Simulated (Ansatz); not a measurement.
System: AgI, charge 0, multiplicity 3. The spin state was set by rule; other spins were not relaxed. 
Geometry from a B3LYP-D3(BJ)/def2-TZVP (Ansatz, a first-principles code) optimisation:
```
Ag
I 1 3.3694
```
Charge 0, spin multiplicity 3.

Dipole moments at this geometry, in debye (magnitudes).

```
level                 program  dipole (D)
--------------------  -------  ----------
BLYP/def2-TZVPD        Ansatz        0.60
r2SCAN/def2-TZVPD      Ansatz        1.14
B97M-V/def2-TZVPD      Ansatz        0.98
r2SCAN0/def2-TZVPD     Ansatz        1.45
CAM-B3LYP/def2-TZVPD   Ansatz        1.28
CCSD(T)/def2-SVPD      Ansatz        1.48
```
